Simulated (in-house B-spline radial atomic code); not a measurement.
Rb+ is squeezed into an impenetrable sphere of radius R (the orbitals vanish at R). Level of theory: Dirac-Hartree-Fock, average of configuration, Fermi nucleus of rms radius 4.2036 fm; calculated with an all-electron radial atomic-structure program (B-spline basis).

Energies in eV above the free ion in [Ar] 3d10 4s2 4p6:

| R (bohr) | highest level (eV) | [Ar] 3d10 4s2 4p6 | [Ar] 3d10 4s1 4p6 4f1 | [Ne] 3s2 3p5 3d10 4s2 4p6 4d1 |
| --- | --- | --- | --- | --- |
| 7.67 | -27.1 | 0.0004157 | 46.77 | 249.3 |
| 5.81 | -27.1 | 0.03695 | 51.15 | 249.8 |
| 4.67 | -26.8 | 0.514 | 57.29 | 251.2 |
| 3.97 | -25.7 | 2.48 | 65.05 | 254.3 |
| 3.58 | -24.3 | 5.91 | 73 | 258.6 |
| 2.92 | -18.3 | 25.73 | 104.1 | 281.3 |
| 2.6 | -11.6 | 53.01 | 139.2 | 311.6 |
| 2.32 | -1.4 | 101 | 195.8 | 364.9 |
| 1.79 | 45.6 | 367.7 | 481.1 | 659.8 |
| 1.41 | 148 | 1050 | 1162 | 1407 |

Q: Does [Ar] 3d10 4s1 4p6 4f1 fall below [Ar] 3d10 4s2 4p6 under compression?

A: No, it stays above over the whole range.

Q: Does [Ne] 3s2 3p5 3d10 4s2 4p6 4d1 fall below [Ar] 3d10 4s2 4p6 under compression?

A: No, it stays above over the whole range.

The highest level is first positive in the row R = 1.79 bohr, pushed up by confinement above the zero of the free ion's potential. Each configuration is held fixed and needn't be the lowest in the sphere.
